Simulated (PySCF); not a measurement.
## Os: ionisation energy

Os [Xe] 4f14 5d6 6s2 (5D) → Os⁺ [Xe] 4f14 5d6 6s1 (6D), as a difference of total energies. All numbers are calculated (PySCF 2.14, scalar relativity by spin-free X2C-1e, in ANO-RCC-VTZP (8s7p5d3f2g1h, 104 functions)). Correlated levels: valence: [Xe] 4f14 frozen. The calculations carry no spin-orbit coupling.

Question: Order these methods by the ionisation energy they give, lowest first.
A. LDA
B. PBE0
C. r2SCAN
D. SCS-MP2 (valence)

Answer: D (8.110 eV), B (8.166 eV), C (8.214 eV), A (8.923 eV).

Errors of the correlated levels include the incompleteness of this basis and the frozen core.

MP2 underrates the near-degeneracy of ns² with np² in the lower species.

For comparison: 8.473 eV (measured; NIST levels, between the centres of gravity of the two terms).
